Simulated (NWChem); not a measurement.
AlH₂Br; SMILES [AlH2][Br]

```xyz
4

Al     0.0000     0.0000    -1.5631
H      0.0000     1.4013    -2.2903
H      0.0000    -1.4013    -2.2903
Br     0.0000     0.0000     0.7114
```
Atoms are numbered in this order, from 1.

Computed with NWChem. The geometry was optimised at B3LYP/6-31G* (spherical d). Ions are spin-unrestricted doublets at the neutral geometry; other ion states weren't tried.

Predict the results for PBE0/def2-SVP. Quantities: vertical ionisation energy, ΔSCF (eV); −ε(HOMO) (eV).


```yaml
vertical ionisation energy, ΔSCF (eV): 10.51
"−ε(HOMO) (eV)": 8.18
```
